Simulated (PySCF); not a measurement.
NMR data simulated for an unnamed compound:

1H NMR (400 MHz, computed): δ 6.99 (m, 1H), 6.37 (m, 1H), 5.48 (d, 1H), 5.42 (m, 1H), 5.32 (m, 1H), 4.05 (m, 4H), 1.67 (m, 2H).

13C{1H} NMR (computed): δ 157.8 (CH), 149.0 (CH), 135.3 (CH), 127.1 (CH2), 64.6 (CH2), 31.2 (CH2).

Theory: σ from GIAO-B3LYP/pcSseg-1, structure optimised with PBE0-D3(BJ)/def2-SVP, in PySCF (single conformer, relativity neglected, one averaged value for each set of equivalent atoms, gas phase).

Chemical shifts δ = σref − σ; 1H (σref 31.38), 13C (σref 179.24) against TMS, all at this level.

Problem. Which of these does the molecule contain: an N-methyl group, a non-aromatic C=C double bond, a vinyl group CH=CH2, a tert-butyl group, a C≡C triple bond?

Solution. 
- An N-methyl group: no.
- A non-aromatic C=C double bond: yes.
- A vinyl group CH=CH2: yes (δC 127.1, 149.0; δH 5.32 (m), 5.42 (m), 6.37 (m)).
- A tert-butyl group: no.
- A C≡C triple bond: no.

The data belong to `C=C/C=C/B1OCCCO1`, C₇H₁₁BO₂; they needn't prove each group on their own.

Carbon signals by region: 4 in the sp2 and nitrile region (100–160 ppm), 1 at 50–100 ppm, 1 below 50 ppm.

A carbon bonded to boron is broadened by the quadrupolar boron nucleus and is often missing from a measured spectrum. Shifts are as computed. Against solution values, carbons near 30 ppm lie about +2 ppm off and those near 130 ppm about +6 ppm. Of 1313 compounds with measured shifts, 239 miss one by over three times the rms of a fit or turn the order of signals round; such compounds aren't used in these exercises. Multiplicities follow the n + 1 count of equivalent neighbours, as no J values were calculated; m marks all less simple cases, F and P coupling included.
